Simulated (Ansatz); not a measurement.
Relaxation of CH$_{8}$BFSi$_{2}$ (13 atoms, charge 0, multiplicity 1), to a largest force component of 0.015 eV/Å in at most 40 steps.

All numbers below come from RKS B3LYP/def2-SVP (Ansatz).

```xyz
13
Properties=species:S:1:pos:R:3:forces:R:3
B -0.412 1.081 -1.202 -1.63 1.14 -0.77
C 0.412 0.156 -0.308 0.81 -0.82 -1.58
F 0.292 0.600 0.970 -0.47 0.83 2.74
Si -0.225 -1.598 -0.358 0.07 -0.78 -1.99
Si 2.212 0.241 -0.814 -0.27 -0.31 -0.46
H -1.624 1.242 -1.031 0.58 -0.02 0.21
H 0.073 1.753 -2.075 0.07 -0.21 -0.34
H 0.568 -2.459 0.490 0.48 -0.45 0.59
H -0.103 -2.115 -1.815 -0.02 0.28 0.79
H -1.624 -1.682 -0.018 -0.89 0.03 0.39
H 2.693 1.585 -0.720 0.41 1.15 0.09
H 2.332 -0.255 -2.187 -0.01 -0.07 -0.55
H 2.976 -0.626 0.016 0.89 -0.78 0.89
```

Task: Where does it end, and by what steps?

Result: It converged. After 9 steps the energy has fallen by 0.856 eV; H7 moved furthest, 1.04 Å.

| step | energy less start (eV) | largest force component (eV/Å) | accepted |
| --- | --- | --- | --- |
| 0 | 0.0000 | 2.736 | yes |
| 1 | -0.4407 | 1.168 | yes |
| 2 | -0.6037 | 0.481 | yes |
| 3 | -0.6616 | 0.762 | yes |
| 4 | -0.7695 | 0.485 | yes |
| 5 | -0.8240 | 0.325 | yes |
| 6 | -0.8425 | 0.230 | yes |
| 7 | -0.8516 | 0.059 | yes |
| 8 | -0.8554 | 0.121 | yes |
| 9 | -0.8563 | 0.010 | yes |

```xyz
13
Properties=species:S:1:pos:R:3
B -0.466 1.090 -1.197
C 0.376 0.160 -0.321
F 0.302 0.451 1.073
Si -0.246 -1.654 -0.498
Si 2.242 0.307 -0.775
H -1.122 1.975 -0.712
H -0.463 0.916 -2.391
H 0.529 -2.509 0.441
H -0.051 -2.125 -1.898
H -1.691 -1.718 -0.140
H 2.682 1.719 -0.603
H 2.458 -0.124 -2.184
H 3.019 -0.563 0.150
```

Time of the run: 28 s on 2 threads of INTEL(R) XEON(R) PLATINUM 8581C CPU @ 2.10GHz (Emerald Rapids), with other jobs on the host, peak memory 0.3 GiB.
